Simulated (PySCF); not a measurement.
Si(H)(F)(Cl)(OH) (ClFH2OSi), SMILES [SiH](Cl)(O)F. Atoms are numbered in the order given.

```xyz
6

Si    -0.0168     0.1045     0.5661
O     -1.4461    -0.6763     0.8495
F     -0.2629     1.6942     0.3075
Cl     0.9054    -0.6155    -1.1382
H      0.8362    -0.0746     1.7646
H     -2.0583    -0.7613     0.0972
```

The structure is a stationary point at PBE-D3(BJ)/def2-SVP. Other conformers were not sampled.

All values below come from TDA-B3LYP/def2-SVPD run with PySCF.

Vertical excitations. The molecule is in vacuum.

```json
[
 {"state": "S1", "energy (eV)": "7.95", "λ (nm)": "156", "f": "0.024", "main pairs": "HOMO→LUMO 89 %"},
 {"state": "S2", "energy (eV)": "8.19", "λ (nm)": "151", "f": "0.062", "main pairs": "HOMO−1→LUMO 86 %"},
 {"state": "S3", "energy (eV)": "8.43", "λ (nm)": "147", "f": "0.019", "main pairs": "HOMO→LUMO+1 92 %"},
 {"state": "S4", "energy (eV)": "8.57", "λ (nm)": "145", "f": "0.028", "main pairs": "HOMO−1→LUMO+1 88 %"},
 {"state": "S5", "energy (eV)": "8.72", "λ (nm)": "142", "f": "0.024", "main pairs": "HOMO−2→LUMO 57 %, HOMO→LUMO+2 23 %"},
 {"state": "S6", "energy (eV)": "8.79", "λ (nm)": "141", "f": "0.034", "main pairs": "HOMO→LUMO+2 46 %, HOMO−2→LUMO 29 %, HOMO−1→LUMO+2 19 %"},
 {"state": "S7", "energy (eV)": "8.94", "λ (nm)": "139", "f": "0.012", "main pairs": "HOMO−1→LUMO+2 58 %, HOMO→LUMO+2 17 %, HOMO−3→LUMO 9 %"},
 {"state": "S8", "energy (eV)": "9.10", "λ (nm)": "136", "f": "0.045", "main pairs": "HOMO−3→LUMO 71 %"},
 {"state": "S9", "energy (eV)": "9.30", "λ (nm)": "133", "f": "0.024", "main pairs": "HOMO→LUMO+3 96 %"},
 {"state": "S10", "energy (eV)": "9.39", "λ (nm)": "132", "f": "0.030", "main pairs": "HOMO−1→LUMO+3 54 %, HOMO−2→LUMO+1 38 %"},
 {"state": "T1", "energy (eV)": "7.60", "λ (nm)": "163", "f": "0", "main pairs": "HOMO→LUMO 80 %"},
 {"state": "T2", "energy (eV)": "7.79", "λ (nm)": "159", "f": "0", "main pairs": "HOMO−1→LUMO 55 %, HOMO−1→LUMO+1 39 %"},
 {"state": "T3", "energy (eV)": "7.97", "λ (nm)": "156", "f": "0", "main pairs": "HOMO→LUMO+1 76 %, HOMO−2→LUMO 15 %"},
 {"state": "T4", "energy (eV)": "8.15", "λ (nm)": "152", "f": "0", "main pairs": "HOMO−1→LUMO+1 50 %, HOMO−1→LUMO 35 %"}
]
```
Triplets are in the Tamm–Dancoff approximation.
